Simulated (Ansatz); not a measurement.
Start from `C=C[SiH2][SiH2]O` and change one atom or group to get `O[SiH2][SiH2]Cl`.

Ansatz, PBE0-D4/def2-TZVP geometries, multiplicity 1. Each molecule was computed in one conformer, which needn't be the lowest.

```
                                          property  `C=C[SiH2][SiH2]O`
size of the dipole moment (ωB97M-V/def2-TZVPP) / D                1.06
             HOMO–LUMO gap (B3LYP/def2-TZVPP) / eV                6.46
             LUMO energy (ωB97M-V/def2-TZVPP) / eV                1.21
  size of the dipole moment (B3LYP/def2-TZVPP) / D                1.05
           HOMO–LUMO gap (ωB97M-V/def2-TZVPP) / eV               10.77
                 LUMO energy (PBE/def2-TZVPP) / eV               -1.58
```

(1) Give the same properties after the change, and the shifts. (An estimate is asked.)

Results:

(1) The calculation gave: 
```tsv
property	`O[SiH2][SiH2]Cl`	shift
size of the dipole moment (ωB97M-V/def2-TZVPP) / D	0.74	-0.32
HOMO–LUMO gap (B3LYP/def2-TZVPP) / eV	6.58	0.12
LUMO energy (ωB97M-V/def2-TZVPP) / eV	0.79	-0.42
size of the dipole moment (B3LYP/def2-TZVPP) / D	0.76	-0.29
HOMO–LUMO gap (ωB97M-V/def2-TZVPP) / eV	10.79	0.02
LUMO energy (PBE/def2-TZVPP) / eV	-1.84	-0.26
```

With PBE0 the HOMO falls by 0.45 eV and the LUMO falls by 0.35 eV, so the gap widens by about 0.10 eV. PBE moves the HOMO by -0.30 eV and ωB97M-V by -0.44 eV. Dipoles are sizes alone; their direction can turn.

B3LYP here is the variant with VWN-RPA as its local correlation; programs differ in this.
